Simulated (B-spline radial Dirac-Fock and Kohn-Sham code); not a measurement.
Muonic X-ray lines of ¹⁴¹Pr

Nucleus: ¹⁴¹Pr, Fermi distribution (skin thickness 2.3 fm), rms radius 4.8919 fm (measured, Angeli and Marinova 2013).

Level of theory: the Dirac equation of a negative muon with reduced mass in the field of a spherical finite nucleus, with the Uehling potential to all orders; nuclear polarisation, deformation, hyperfine structure, self-energy, higher-order vacuum polarisation, relativistic recoil and electron screening are left out; a radial B-spline solver.

```tsv
transition	energy (keV)	point nucleus, no QED (keV)
2p3/2 → 1s1/2	4263	7811
2p1/2 → 1s1/2	4186	7682
3p3/2 → 1s1/2	5621	9182
3d5/2 → 2p3/2	1358	1382
3d3/2 → 2p1/2	1424	1499
4f7/2 → 3d5/2	482.1	479.5
4f5/2 → 3d3/2	491.3	488.7
5g9/2 → 4f7/2	222.1	221.2
6h11/2 → 5g9/2	120.3	120.0
```

The 2p fine-structure splitting is 77.49 keV, and 2s lies 474.5 keV above 2p1/2.

Values without a named source are computed, but for edge energies of neutral atoms, which are taken from tables.
